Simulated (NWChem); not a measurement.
Molecule: C$_{3}$H$_{4}$Cl$_{2}$Si; SMILES C(=C(Cl)[SiH3])=CCl

```xyz
10

Si    -1.4960     1.8318    -0.1120
C      0.0741     0.8108     0.1263
Cl     1.5659     1.6940    -0.1383
C      0.0884    -0.4549     0.4601
C      0.0449    -1.7151     0.8111
Cl    -0.0201    -3.0202    -0.3237
H     -2.6775     0.9575     0.1344
H     -1.5143     2.3633    -1.5051
H     -1.4758     2.9703     0.8515
H      0.0486    -2.0359     1.8574
```
Atoms are numbered in this order, from 1.

All runs use the structure optimised with PBE0/def2-SVP.

### Question
Give the principal values of the shielding tensors (ppm) of Si1, C2, Cl3, C4, C5 from B3LYP/6-31G* (spherical d), GIAO (NWChem), with their diamagnetic and paramagnetic parts as GIAO splits them.

### Answer
| atom | σ11 | σ22 | σ33 | isotropic | diamagnetic | paramagnetic |
|---|---|---|---|---|---|---|
| Si1 | 419.5 | 438.2 | 485.9 | 447.8 | 882.6 | -434.7 |
| C2 | 29.9 | 86.7 | 147.8 | 88.1 | 271.3 | -183.2 |
| Cl3 | 557.8 | 658.2 | 955.0 | 723.7 | 1146.2 | -422.6 |
| C4 | -32.2 | -18.7 | 16.4 | -11.5 | 237.7 | -249.2 |
| C5 | 37.2 | 97.5 | 149.8 | 94.8 | 272.6 | -177.8 |
